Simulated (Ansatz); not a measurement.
Consider the formal exchange of groups at the Al–N bond: `C[NH][Al]([F])[F]` + `C#C` → `C#[C][Al]([F])[F]` + CH₃NH₂.

Computed with Ansatz on PBE0-D4/def2-TZVP structures; ΔE is electronic, products minus reactants. CCSD(T)/CBS is the MP2 limit (def2-TZVPP, def2-QZVPP) plus CCSD(T) − MP2 in def2-TZVPP, frozen cores. This one scheme is used for every species. Each species was taken in one conformer, which may not be the lowest.

```tsv
species	CCSD(T)/CBS(def2) energy (Eh)
`C[NH][Al]([F])[F]`	-536.95512
`C#C`	-77.22717
`C#[C][Al]([F])[F]`	-518.41825
CH₃NH₂	-95.75281
```

Q: Work out ΔE.

A: ΔE = (-518.41825) + (-95.75281) − (-536.95512) − (-77.22717) = 0.01123 Eh = +29.5 kJ/mol.

Largest T1 diagnostic among the species: 0.014.

Leaving LDA and LC-ωPBE aside and taking each functional with its dispersion term where it has one, the values, not all of them listed here, spread over 11.6 kJ/mol, from B97M-V to CAM-B3LYP-D4. LDA lies +10.0 kJ/mol from PBE without D4.
